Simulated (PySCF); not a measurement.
# [Er(SH)2]+: from a saddle point downhill

PySCF 2.14.0, RKS PBE0, Er lcecp-1-SVP with ECP57, S def2-SVP, H def2-SVP; non-relativistic Hamiltonian with scalar-relativistic core potentials where named; density fitting; no spin-orbit coupling. Relaxed within the symmetry of its start, the geometry (C2h) is

```xyz
5

Er    0.0000    0.0000    0.0000
S     0.0000    0.0110    2.5141
H     0.0000    1.2794    2.9834
S     0.0000   -0.0110   -2.5141
H     0.0000   -1.2794   -2.9834
```

and its lowest harmonic modes are -268, -248, -80, 14, 174, 352 cm⁻¹ (negative: unstable). It was moved along the lowest mode and relaxed again, within the group C2 that the move left.

(1) Where does it end, and how much lower?

(2) How do the contacts change?

No frequency check is given for the end, and other unstable modes may remain.

An lcecp potential fixes the number of 4f electrons, so in runs with it no electron can move into or out of that shell.

State: singlet in the valence, with the 4f electrons in the core potential.

## Answers

(1) In C2v, 0.850 eV lower, after 37 steps:
```xyz
5

Er   -1.4914    0.0000    0.0000
S    -0.1164    0.3772    2.0020
H     1.1047    0.2686    1.4228
S    -0.1164   -0.3772   -2.0020
H     1.1047   -0.2686   -1.4228
```

(2) 
```
    contact  saddle (Å)  end (Å)
Er1–S2 (SH)       2.514    2.458
Er1–S4 (SH)       2.514    2.458
```
